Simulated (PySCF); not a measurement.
## Electron correlation in F (fluorine, neutral)

[He] 2s2 2p5, 2P determinant. All numbers are calculated (PySCF 2.14, the spin-free X2C one-electron Hamiltonian (Gaussian nucleus), in x2c-TZVPPall (5s3p2d1f, 31 functions)). Frozen: nothing; 9 electrons correlated.

```tsv
level	correlation energy (mhartree)
CCSD	-229.04
(T)	-3.52
CCSD(T)	-232.56
CCSDT	-232.75
```

Diagnostics: T1 = 0.0054, D1 = 0.0106, largest double amplitude 0.036.

Task: Is a single reference adequate?

Result: Yes: T1 lies below 0.03 and no double amplitude reaches 0.07.

This basis was not built for core-valence correlation, so the inner-shell part is incomplete.
